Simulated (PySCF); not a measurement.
# Electron correlation in Pb⁺ (lead, charge +1)

[Xe] 4f14 5d10 6s2 6p1, 2P determinant. All numbers are calculated (PySCF 2.14, scalar relativity through the core potential, in aug-cc-pVTZ-PP with ECP60MDF). Frozen: 5s2 5p6 5d10; 3 electrons correlated.

```
  level  correlation energy (mhartree)
   CCSD                         -35.84
    (T)                          -0.42
CCSD(T)                         -36.26
  CCSDT                         -36.39
```

Diagnostics: T1 = 0.0074, D1 = 0.0168, largest double amplitude 0.071.

Spin-orbit coupling, absent here, splits the open shell strongly.

Cost of the coupled-cluster step: of the order of 1.3 core-seconds, for 3 correlated electrons.
